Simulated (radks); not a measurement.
Results of a calculation; reference values are marked as such.
Ionisation of the lead ion Pb3+, [Xe] 4f14 5d10 6s1, to Pb4+, [Xe] 4f14 5d10, under several functionals. Non-relativistic Kohn-Sham, spin-unpolarised, spherical densities, point nucleus; a radial shooting solver on a logarithmic mesh with Libxc functionals.

| functional | E(Pb3+) (hartree) | Exc (hartree) | IE (eV) | -e(HOMO) (eV) | <r> HOMO (bohr) | IE error (eV) |
|---|---|---|---|---|---|---|
| exchange-only r2SCAN | -19521.5867 | -357.7581 | 35.922 | 31.545 | 2.352 | -6.410 |
| LDA (Slater exchange, Perdew-Zunger correlation) | -19517.1448 | -353.2235 | 38.175 | 33.505 | 2.309 | -4.157 |
| Tao-Mo meta-GGA | -19524.0718 | -360.2146 | 37.176 | 32.630 | 2.330 | -5.156 |
| TPSS | -19525.6155 | -361.7636 | 37.264 | 32.616 | 2.328 | -5.068 |
| Wu-Cohen GGA | -19524.9423 | -361.0902 | 37.689 | 33.031 | 2.312 | -4.644 |
| SOGGA | -19520.7540 | -356.8693 | 37.556 | 32.877 | 2.318 | -4.776 |
| exchange-only B88 | -19522.4335 | -358.5527 | 36.926 | 32.221 | 2.338 | -5.406 |
| exchange-only PBE | -19520.9814 | -357.0843 | 37.102 | 32.294 | 2.351 | -5.231 |
| BP86 | -19527.9889 | -364.1601 | 37.748 | 33.175 | 2.311 | -4.585 |
| SCAN | -19527.3991 | -363.6252 | 37.145 | 32.798 | 2.319 | -5.188 |
| MS2 meta-GGA | -19524.8124 | -360.9786 | 37.201 | 32.645 | 2.338 | -5.132 |

NIST Atomic Spectra Database: 42.333 eV (measured). Closest: LDA (Slater exchange, Perdew-Zunger correlation). The Delta-SCF values span 2.25 eV, the total energies 10.84 hartree. The highest occupied level is 6s. Relativity is left out here, which matters for elements this heavy. Spin polarisation and multiplet splitting are left out, so open shells lie too high by an amount that depends on their filling.

Beside tabulated values, note that spin-unpolarised runs miss the spin-polarisation part of the exchange energy of open shells.
